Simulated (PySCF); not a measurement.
C₂H₆Se₂, charge +1, doublet, geometry from GFN2-xTB (a state made from the parent by changing its charge; the spin is typed, not shown lowest); R2SCAN/3-21G run with PySCF.

The PySCF input:
```python
from pyscf import gto, scf, dft

mol = gto.Mole()
mol.atom = '''
    C     2.37756054   -0.21641952   -0.30834299
    Se    0.82015415    0.55889952    0.56367525
    Se   -0.82015415   -0.55889952   -0.56367525
    C    -2.37756054    0.21641952    0.30834299
    H     3.25672753    0.23884258    0.14375428
    H     2.35814649    0.00575373   -1.37307200
    H     2.39915285   -1.29187213   -0.14610500
    H    -3.25672753   -0.23884258   -0.14375428
    H    -2.39915285    1.29187213    0.14610500
    H    -2.35814649   -0.00575373    1.37307200
'''
mol.basis = '3-21g'
mol.charge = 1
mol.spin = 1
mol.verbose = 4
mol.build()

mf = dft.UKS(mol)
mf.xc = 'r2scan'
mf.diis_space = 20
mf.kernel()
mf.analyze()
```

What does PySCF print? Leave out banner, timings and long lists.


```
PySCF version 2.14.0

[INPUT] verbose = 4
[INPUT] num. atoms = 10
[INPUT] num. electrons = 85
[INPUT] charge = 1
[INPUT] spin (= nelec alpha-beta = 2S) = 1
[INPUT] symmetry False subgroup None
[INPUT] Mole.unit = angstrom
[INPUT] Symbol           X                Y                Z      unit          X                Y                Z       unit  Magmom
[...]
nuclear repulsion = 546.591310934601
number of shells = 42
number of NR pGTOs = 156
number of NR cGTOs = 74
basis = 3-21g
ecp = {}

******** <class 'pyscf.dft.uks.UKS'> ********
method = UKS
initial guess = minao
damping factor = 0
level_shift factor = 0
DIIS = <class 'pyscf.scf.diis.CDIIS'>
diis_start_cycle = 1
diis_space = 20
diis_damp = 0
SCF conv_tol = 1e-09
SCF conv_tol_grad = None
SCF max_cycles = 50
direct_scf = True
direct_scf_tol = 1e-13
number electrons alpha = 43  beta = 42
XC library pyscf.dft.libxc version 7.1.2
    S. Lehtola, C. Steigemann, M. J. T. Oliveira, and M. A. L. Marques,  SoftwareX 7, 1–5 (2018)
XC functionals = r2scan
    J. W. Furness, A. D. Kaplan, J. Ning, J. P. Perdew, and J. Sun,  J. Phys. Chem. Lett. 11, 8208–8215 (2020)
    J. W. Furness, A. D. Kaplan, J. Ning, J. P. Perdew, and J. Sun,  J. Phys. Chem. Lett. 11, 9248–9248 (2020)
    J. W. Furness, A. D. Kaplan, J. Ning, J. P. Perdew, and J. Sun,  J. Phys. Chem. Lett. 11, 8208–8215 (2020)
    J. W. Furness, A. D. Kaplan, J. Ning, J. P. Perdew, and J. Sun,  J. Phys. Chem. Lett. 11, 9248–9248 (2020)
radial grids:
    Treutler-Ahlrichs [JCP 102, 346 (1995); DOI:10.1063/1.469408] (M4) radial grids

becke partition: Becke, JCP 88, 2547 (1988); DOI:10.1063/1.454033
pruning grids: <function nwchem_prune>
grids dens level: 3
symmetrized grids: False
atomic radii adjust function: <function treutler_atomic_radii_adjust>
small_rho_cutoff = 0
Set gradient conv threshold to 3.16228e-05
tot grids = 127936
init E= -4854.99691750492

cycle= 1 E= -4859.19265842381  delta_E= -4.2  |g|= 0.166  |ddm|= 2.26
cycle= 2 E= -4859.18100238383  delta_E= 0.0117  |g|= 0.213  |ddm|= 0.428
cycle= 3 E= -4859.20910885009  delta_E= -0.0281  |g|= 0.0216  |ddm|= 0.278
cycle= 4 E= -4859.2093822156  delta_E= -0.000273  |g|= 0.00328  |ddm|= 0.0326
cycle= 5 E= -4859.20939173202  delta_E= -9.52e-06  |g|= 0.000932  |ddm|= 0.00771
cycle= 6 E= -4859.20939262762  delta_E= -8.96e-07  |g|= 0.000211  |ddm|= 0.00214
cycle= 7 E= -4859.20939270774  delta_E= -8.01e-08  |g|= 5.61e-05  |ddm|= 0.000758
cycle= 8 E= -4859.20939271194  delta_E= -4.2e-09  |g|= 1.51e-05  |ddm|= 0.000155
cycle= 9 E= -4859.20939271222  delta_E= -2.79e-10  |g|= 2.81e-06  |ddm|= 4.48e-05
Extra cycle  E= -4859.20939271223  delta_E= -1.36e-11  |g|= 3.03e-06  |ddm|= 8.56e-06
converged SCF energy = -4859.20939271223  <S^2> = 0.75134064  2S+1 = 2.0013402
**** SCF Summaries ****
Total Energy =                       -4859.209392712230510
Nuclear Repulsion Energy =             546.591310934601211
One-electron Energy =                -7839.270574517906425
Two-electron Energy =                 2433.469870871074363
Two-electron Coulomb Energy =         2620.188013659837452
DFT Exchange-Correlation Energy =     -186.718142788763259
**** MO energy ****
                             alpha | beta                alpha | beta
[...]
To work with the spin densities directly, `use mulliken_meta_spin()` only printing them here.

 ** Mulliken spin pop alpha/beta on meta-lowdin orthogonal AOs **
 ** Mulliken Spin Density (per AO)  **
spin_pop of  0 C 1s        0.00000
spin_pop of  0 C 2s       -0.00256
spin_pop of  0 C 3s       -0.00003
spin_pop of  0 C 2px      -0.01118
spin_pop of  0 C 2py      -0.00300
spin_pop of  0 C 2pz      -0.00374
spin_pop of  0 C 3px       0.00008
spin_pop of  0 C 3py       0.00012
spin_pop of  0 C 3pz       0.00011
spin_pop of  1 Se 1s        0.00000
spin_pop of  1 Se 2s        0.00000
spin_pop of  1 Se 3s       -0.00000
spin_pop of  1 Se 4s        0.00581
spin_pop of  1 Se 5s        0.00012
spin_pop of  1 Se 2px       0.00000
spin_pop of  1 Se 2py       0.00000
spin_pop of  1 Se 2pz       0.00000
spin_pop of  1 Se 3px      -0.00000
spin_pop of  1 Se 3py       0.00003
spin_pop of  1 Se 3pz       0.00003
spin_pop of  1 Se 4px       0.01024
spin_pop of  1 Se 4py       0.25108
spin_pop of  1 Se 4pz       0.22497
spin_pop of  1 Se 5px       0.00019
spin_pop of  1 Se 5py       0.00048
spin_pop of  1 Se 5pz       0.00046
spin_pop of  1 Se 3dxy     -0.00001
spin_pop of  1 Se 3dyz     -0.00002
spin_pop of  1 Se 3dz^2    -0.00000
spin_pop of  1 Se 3dxz     -0.00001
spin_pop of  1 Se 3dx2-y2   -0.00001
spin_pop of  2 Se 1s        0.00000
spin_pop of  2 Se 2s        0.00000
spin_pop of  2 Se 3s       -0.00000
spin_pop of  2 Se 4s        0.00581
spin_pop of  2 Se 5s        0.00012
spin_pop of  2 Se 2px       0.00000
spin_pop of  2 Se 2py       0.00000
spin_pop of  2 Se 2pz       0.00000
spin_pop of  2 Se 3px      -0.00000
spin_pop of  2 Se 3py       0.00003
spin_pop of  2 Se 3pz       0.00003
spin_pop of  2 Se 4px       0.01024
spin_pop of  2 Se 4py       0.25108
spin_pop of  2 Se 4pz       0.22497
spin_pop of  2 Se 5px       0.00019
spin_pop of  2 Se 5py       0.00048
spin_pop of  2 Se 5pz       0.00046
spin_pop of  2 Se 3dxy     -0.00001
spin_pop of  2 Se 3dyz     -0.00002
spin_pop of  2 Se 3dz^2    -0.00000
spin_pop of  2 Se 3dxz     -0.00001
spin_pop of  2 Se 3dx2-y2   -0.00001
spin_pop of  3 C 1s        0.00000
spin_pop of  3 C 2s       -0.00256
spin_pop of  3 C 3s       -0.00003
spin_pop of  3 C 2px      -0.01118
spin_pop of  3 C 2py      -0.00300
spin_pop of  3 C 2pz      -0.00374
spin_pop of  3 C 3px       0.00008
spin_pop of  3 C 3py       0.00012
spin_pop of  3 C 3pz       0.00011
spin_pop of  4 H 1s       -0.00008
spin_pop of  4 H 2s       -0.00000
spin_pop of  5 H 1s        0.01339
spin_pop of  5 H 2s        0.00008
spin_pop of  6 H 1s        0.01339
spin_pop of  6 H 2s        0.00008
spin_pop of  7 H 1s       -0.00008
spin_pop of  7 H 2s       -0.00000
spin_pop of  8 H 1s        0.01339
spin_pop of  8 H 2s        0.00008
spin_pop of  9 H 1s        0.01339
spin_pop of  9 H 2s        0.00008
 ** Mulliken Spin Density (per atom)  **
spin density of  0 C =     -0.02020
spin density of  1 Se =      0.49336
spin density of  2 Se =      0.49336
spin density of  3 C =     -0.02020
spin density of  4 H =     -0.00008
spin density of  5 H =      0.01346
spin density of  6 H =      0.01346
spin density of  7 H =     -0.00008
spin density of  8 H =      0.01346
spin density of  9 H =      0.01346
 ** Mulliken pop alpha/beta on meta-lowdin orthogonal AOs **
 ** Mulliken pop       alpha | beta **
In total            43.00000 | 42.00000
 ** Mulliken atomic charges   ( Nelec_alpha | Nelec_beta ) **
charge of  0C =     -0.40960  (     3.19470      3.21490 )
charge of  1Se =      0.40426  (    17.04455     16.55119 )
charge of  2Se =      0.40426  (    17.04455     16.55119 )
charge of  3C =     -0.40960  (     3.19470      3.21490 )
charge of  4H =      0.17710  (     0.41141      0.41149 )
charge of  5H =      0.16412  (     0.42467      0.41121 )
charge of  6H =      0.16412  (     0.42467      0.41121 )
charge of  7H =      0.17710  (     0.41141      0.41149 )
charge of  8H =      0.16412  (     0.42467      0.41121 )
charge of  9H =      0.16412  (     0.42467      0.41121 )

WARN: System has nonzero charge 1; the dipole moment is origin-dependent.
Location of origin: [0. 0. 0.]

Dipole moment(X, Y, Z, Debye): -0.00000, -0.00000, -0.00000
```
